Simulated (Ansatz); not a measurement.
Reaction (ligand exchange at the Al–O bond): `[CH3][Al]([OH])[Br]` + HCl → `[CH3][Al]([Cl])[Br]` + H₂O

Calculated with Ansatz (gas phase, PBE0-D4/def2-TZVP geometries, no zero-point term in ΔE). CCSD(T)/CBS is the MP2 limit (def2-TZVPP, def2-QZVPP) plus CCSD(T) − MP2 in def2-TZVPP, frozen cores. This one scheme is used for every species. Functionals use def2-TZVPP. B3LYP here is the variant with VWN-RPA as its local correlation; programs differ in this. For Br outer-core shells are correlated without core-valence functions, which leaves a few kJ/mol of doubt a bond. Scalar relativity is left out up to krypton. One conformer a species, not always the lowest.

Q: Is it downhill or uphill in electronic energy at CCSD(T)/CBS, and by how much? (Best estimate.)

A: Computed: Downhill: ΔE = -25.6 kJ/mol.

Q: What do these levels give: BLYP-D4, B3LYP-D4, BLYP, B3LYP, CCSD(T)/def2-TZVPP, MP2/CBS(def2)? (Best estimate.)

A: Ansatz gave: BLYP-D4 -17.0, B3LYP-D4 -19.9, BLYP -14.5, B3LYP -17.5, CCSD(T)/def2-TZVPP -19.5, MP2/CBS(def2) -28.0 kJ/mol.

Largest T1 diagnostic among the species: 0.009.

Leaving LDA and LC-ωPBE aside and taking each functional with its dispersion term where it has one, the values, not all of them listed here, spread over 11.3 kJ/mol, from HSE06-D4 to CAM-B3LYP-D4. LDA lies +4.7 kJ/mol from PBE without D4. From PBE to PBE0 (25 % exact exchange), in def2-TZVPP and without D4, ΔE moves by −3.4 kJ/mol. At CCSD(T), def2-SVP lies +5.8 kJ/mol from the extrapolated value and def2-TZVPP +6.1 kJ/mol.
